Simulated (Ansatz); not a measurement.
Calculated with Ansatz (gas phase, PBE0-D4/def2-TZVP geometries, no zero-point term in ΔE). CCSD(T)/CBS is the MP2 limit (def2-TZVPP, def2-QZVPP) plus CCSD(T) − MP2 in def2-TZVPP, frozen cores. This one scheme is used for every species. DFT in def2-TZVPP. def2 core potentials past Kr. For Sb outer-core shells are correlated without core-valence functions, which leaves a few kJ/mol of doubt a bond. One conformer a species, not always the lowest.

Reaction (formal exchange of groups at the Si–Sb bond): `SB[SiH2][SbH2]` + CH₄ → `C[SiH2]BS` + stibine

```
             level  ΔE (kJ/mol)  difference from CCSD(T)/CBS
       LDA (SPW92)         54.4                         -2.5
         r2SCAN-D4         56.8                         -0.1
          PBE-QIDH         55.4                         -1.5
               PBE         57.9                          1.0
             BHLYP         46.1                        -10.8
         CAM-B3LYP         42.9                        -14.0
RPA@PBE/def2-TZVPP         45.1                        -11.8
     CCSD/def2-SVP         51.0                         -5.9
SCS-MP2/def2-TZVPP         51.2                         -5.7
CCSD(T)/def2-TZVPP         50.0                         -6.9
       CCSD(T)/CBS         56.9                            0
```

Largest T1 diagnostic among the species: 0.015.

From BLYP to BHLYP (50 % exact exchange), in def2-TZVPP and without D4, ΔE moves by −5.0 kJ/mol. In def2-TZVPP, CCSD(T) changes the Hartree–Fock value by +9.0 kJ/mol (the triples alone add +2.8 kJ/mol) and MP2 by +16.2 kJ/mol.

CCSD(T)/CBS has its own doubt, a few kJ/mol and more with outer-core shells, so smaller differences from it don't rank the levels.
